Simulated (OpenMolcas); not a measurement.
Potential curves of GeO: spin-free states

Computed with OpenMolcas 26.06: state-averaged CASSCF(8,7) over Ge 4s 4p, O 2p, XMS-CASPT2 (IPEA 0.25, imaginary shift 0.2 hartree), scalar X2C, ANO-RCC-VTZP, then RASSI spin–orbit state interaction with atomic mean-field integrals. C2 symmetry about the axis (a holds Σ, Δ, Γ; b holds Π, Φ, H; Σ⁺ and Σ⁻ are not told apart); roots by multiplicity and irrep: 1a 4, 3a 4, 3b 2, 1b 2.

XMS-CASPT2 energies in eV from the lowest point. Curves are followed by energy order within each symmetry, so they are adiabatic and may change character at avoided crossings; Σ⁺ and Σ⁻ are counted together.

| R (Å) | (1)1Σ | (1)3Σ | (1)3Δ | (2)1Σ | (1)1Δ |
| --- | --- | --- | --- | --- | --- |
| 1.399 | 2.134 | 8.270 | 8.734 | 9.037 | 9.054 |
| 1.481 | 0.786 | 6.175 | 6.627 | 6.911 | 6.937 |
| 1.554 | 0.198 | 4.964 | 5.404 | 5.670 | 5.699 |
| 1.627 | 0.000 | 4.196 | 4.625 | 4.873 | 4.901 |
| 1.708 | 0.089 | 3.706 | 4.118 | 4.340 | 4.369 |
| 1.790 | 0.375 | 3.477 | 3.872 | 4.073 | 4.098 |
| 1.904 | 0.963 | 3.442 | 3.814 | 3.980 | 4.000 |
| 2.050 | 1.840 | 3.679 | 4.019 | 4.143 | 4.156 |
| 2.278 | 3.180 | 4.314 | 4.608 | 4.669 | 4.673 |
| 2.603 | 4.731 | 5.299 | 5.543 | 5.529 | 5.523 |
| 3.091 | 6.135 | 6.363 | 6.548 | 6.416 | 6.410 |

(1) With masses 73.921 and 15.995 u, fit the curves (1)1Σ, (1)3Σ, (1)3Δ, (2)1Σ, (1)1Δ near their minima.

Left out for impure symmetry, kinks or missing points, though low: (1)3Π, (1)1Π, (2)3Σ. Only roots inside an energy window near the equilibrium distance were included, so the list of states is not complete; labels number the states computed. Each spin and symmetry block has orbitals of its own, averaged over its own roots, so gaps between blocks are less sure than gaps within one and near the minimum can be off by tenths of an eV, in bad cases by more. No Rydberg orbitals are active, so Rydberg states, and σ→σ* states whose orbital the CASSCF left unused, can be missing between those listed. CASPT2 splits the two components of degenerate states numerically, here by up to 63 cm⁻¹. At stretched bonds a block can hold a wrong CASSCF solution and miss its lowest state; points past a visible jump are left out. Points that failed a check (symmetry, reference weights, a jump) are left out.

Answers

(1) At XMS-CASPT2, Te from the lowest curve (the fit fixes ωe to a per cent or two; the method's Re and ωe can be off by some per cent):

```
curve  Te (cm⁻¹)  Re (Å)  ωe (cm⁻¹)
(1)1Σ          0   1.641      962.6
(1)3Σ      27650   1.860      625.6
(1)3Δ      30710   1.871      606.4
(2)1Σ      32110   1.888      579.7
(1)1Δ      32280   1.892      575.3
```
